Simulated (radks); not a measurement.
These are the eigenvalues of the occupied orbitals of an atom or ion with whole-number occupations (eV). All-electron calculation, Dirac Kohn-Sham, BLYP, spin-unpolarised, spherical densities, point nucleus. Program: a radial shooting solver on a logarithmic mesh with Libxc functionals.

| orbital | eigenvalue |
|---|---|
| 1s1/2 | -14168.61 |
| 2s1/2 | -1875.729 |
| 2p1/2 | -1696.519 |
| 2p3/2 | -1642.648 |
| 3s1/2 | -275.3316 |
| 3p1/2 | -212.0782 |
| 3p3/2 | -204.1495 |
| 3d3/2 | -93.8497 |
| 3d5/2 | -92.5449 |
| 4s1/2 | -33.8039 |
| 4p1/2 | -19.8409 |
| 4p3/2 | -19.1172 |

Which element is it, and in what charge state? The configuration may be excited. Open shells, if any, fill j = l - 1/2 first.

Answer. Z = 36, krypton, charge +1: Kr+ in [Ar] 3d10 4s2 4p5. The list shows which subshells hold electrons but not how many an open one holds; the 1s level, -520.69 hartree, gives Z - s = 32.3 by -(Z - s)^2/2, which with screening and relativity narrows Z to a few neighbours, and the depths of the outer levels then fix element, charge and occupations together.
